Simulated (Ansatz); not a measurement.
Born–Oppenheimer molecular dynamics of CH$_{8}$AlAs (11 atoms, charge 0, multiplicity 1). It starts at the highest image of a converged band, a first-order saddle point between two minima.

Level of theory: RKS PBE-D4/def2-SVP (Ansatz 0.2.0).

```yaml
ensemble: NVE (velocity Verlet)
time_step: 0.5 fs
steps_asked: 200
starting_velocities_drawn_for: 300 K
seed: 7832
```

First frame:

```xyz
11
Properties=species:S:1:pos:R:3
Al -0.874 -0.380 -0.334
C 1.002 -1.118 0.347
H -1.024 -0.730 -1.881
H -1.961 -0.509 0.821
H 0.643 0.344 0.059
As 0.169 2.159 -0.248
H 1.882 -1.088 -0.325
H 1.318 -0.915 1.390
H 0.620 -2.166 0.325
H -0.705 2.289 1.012
H -1.069 2.114 -1.168
```

Problem. How far do the bonds stretch over the last three quarters of this one trajectory? (Pairs bonded in most of those frames.)

Solution. 
```
   bond  mean (Å)  spread (Å)  shortest  longest
 Al1–C2     1.966       0.046      1.90     2.04
 Al1–H3     1.611       0.020      1.57     1.64
 Al1–H4     1.619       0.010      1.60     1.64
  C2–H7     1.113       0.012      1.09     1.13
  C2–H8     1.112       0.006      1.10     1.12
  C2–H9     1.116       0.016      1.08     1.15
 H5–As6     1.548       0.062      1.45     1.64
As6–H10     1.566       0.033      1.50     1.61
As6–H11     1.540       0.010      1.52     1.56
```

Pairs bonded in part of these frames only: Al1–As6 20 %, Al1–H10 17 %.

Mean temperature of the second half: 615 K. The conserved energy stayed within 0.062 meV per atom of its start (net change 0.018 meV per atom), so the integration is sound. The kinetic energy rose, since the run started high on the potential surface and went downhill. It ends in pieces (AsH3 + CH5Al), so much of that is their flight and rotation, not heat. A run of 0.1 ps of so small a system gives no equilibrium averages. The orbitals stay closed-shell, which can raise the energy where a bond breaks towards radicals; this wasn't checked here.

Run time: 3.6 min on 2 threads of Intel(R) Xeon(R) Platinum 8488C (Sapphire Rapids), with other jobs on the host, peak memory 0.16 GiB.
